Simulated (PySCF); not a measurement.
Isomers of C5H7F3, one conformer each; single-point electronic energies without zero-point terms and without any empirical dispersion term.

Level: PBE0/pcSseg-1 in PySCF, non-relativistic, each on one gas-phase PBE0-D3(BJ)/def2-SVP geometry that isn't relaxed in the solvent. The solvent is an IEF-PCM continuum (Bondi radii, 1.10 Å for H, scaled by 1.2). Only the electrostatic response of the medium enters.

```
           isomer  relative energy, gas (kcal/mol)  dipole (D)
`C/C(=C\C(F)F)CF`                              0.0        1.54
`FC(/C=C(\CF)C)F`                              0.8        4.15
```

Question: How do the relative energies look in tetrahydrofuran (ε = 7.426)?

Answer: 
```tsv
isomer	relative energy, solvent (kcal/mol)	E(solvent) − E(gas) (kcal/mol)	dipole in solvent (D)
`C/C(=C\C(F)F)CF`	0.0	-4.5	1.96
`FC(/C=C(\CF)C)F`	0.5	-4.8	5.03
```

The order is unchanged. Conformers: `[CH3:1]/[C:2](=[CH:3]\[CH:4]([F:5])[F:6])[CH2:7][F:8]` with C2–C3–C4–F5 -61°, C1–C2–C7–F8 180°; `[CH3:1]/[C:2](=[CH:3]/[CH:4]([F:5])[F:6])[CH2:7][F:8]` with C2–C3–C4–F5 -141°, C1–C2–C7–F8 175°. `FC(/C=C(\CF)C)F` gains most from the continuum, and it has the largest gas-phase dipole. The gains span 0.3 kcal/mol, the gas-phase energies 0.8 kcal/mol.
